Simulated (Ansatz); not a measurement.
A nudged elastic band was laid between two geometries of BH3O + BrH (7 atoms, charge 0, multiplicity 1).

Theory: RKS PBE0/def2-SVP in Ansatz 0.2.0.

| Quantity | Value |
| --- | --- |
| movable images | 9 |
| climbing image | yes |
| spring | 5.0 eV/Å² |
| optimiser | quadratic models (default) |
| start path | through a guess of the saddle point |
| force threshold | 0.05 eV/Å |
| iteration limit | 60 |
| end points | relaxed |

First end point:

```xyz
7
Properties=species:S:1:pos:R:3
B -0.113 -0.528 -0.030
O -0.479 0.217 1.038
H -1.164 -0.184 1.585
H 0.742 -0.067 -0.745
H -0.638 -1.601 -0.229
Br 0.697 3.254 1.956
H 0.202 1.964 1.564
```

Last end point:

```xyz
7
Properties=species:S:1:pos:R:3
B 0.015 0.351 0.062
O -0.184 -0.101 1.618
H -1.064 0.201 1.895
H 1.151 0.031 -0.197
H -0.890 -0.197 -0.521
Br -0.220 2.350 0.136
H 0.442 0.420 2.147
```

(1) Which bonds break or form, and what moves?

(2) What energy profile does the band end with?

(3) What is the geometry of the highest image?

(4) What are the harmonic wavenumbers there?

Results:

(1) Bonds broken: Br6–H7. Bonds formed: B1–Br6, O2–H7. BH3O + BrH becomes BBrH4O.

(2) The forces met the threshold. The highest image is number 6 of 0 to 10, 0.77 eV above the first end and 0.74 eV above the last; the last end lies 0.04 eV above the first. A vibrational analysis at the climbing image gives one clearly imaginary mode, 1007i cm⁻¹: a first-order saddle point. The orbitals stay closed-shell, which can raise the energy where a bond breaks towards radicals; this wasn't checked here.

```tsv
image	path coordinate (Å)	energy (eV)	Br6–H7 (Å)	B1–Br6 (Å)	O2–H7 (Å)
0	0.00	0.00	1.44	4.35	1.95
1	0.55	0.01	1.44	4.21	1.95
2	1.09	0.03	1.43	4.01	2.00
3	1.64	0.07	1.43	3.77	2.09
4	2.19	0.12	1.43	3.41	2.13
5	2.73	0.29	1.45	2.91	1.84
6	3.28	0.77	1.64	2.44	1.30
7	3.68	0.31	1.97	2.16	1.03
8	4.08	0.07	2.42	2.03	0.98
9	4.48	0.05	2.66	2.02	0.97
10	4.88	0.04	2.87	2.01	0.97
```

(3) 
```xyz
7
Properties=species:S:1:pos:R:3
B 0.032 0.017 0.186
O -0.132 -0.073 1.642
H -1.059 -0.202 1.885
H 1.150 -0.182 -0.199
H -0.952 -0.156 -0.487
Br 0.162 2.435 0.514
H 0.048 1.217 1.599
```

(4) 1007i, 290, 418, 487, 604, 838, 991, 1062, 1067, 1156, 1244, 1402, 2616, 2748, 3855 cm⁻¹.

Time of the run: 2.5 min on 1 thread of AMD EPYC 9R45 96-Core Processor (Zen 5), on a shared host, peak memory 0.21 GiB.
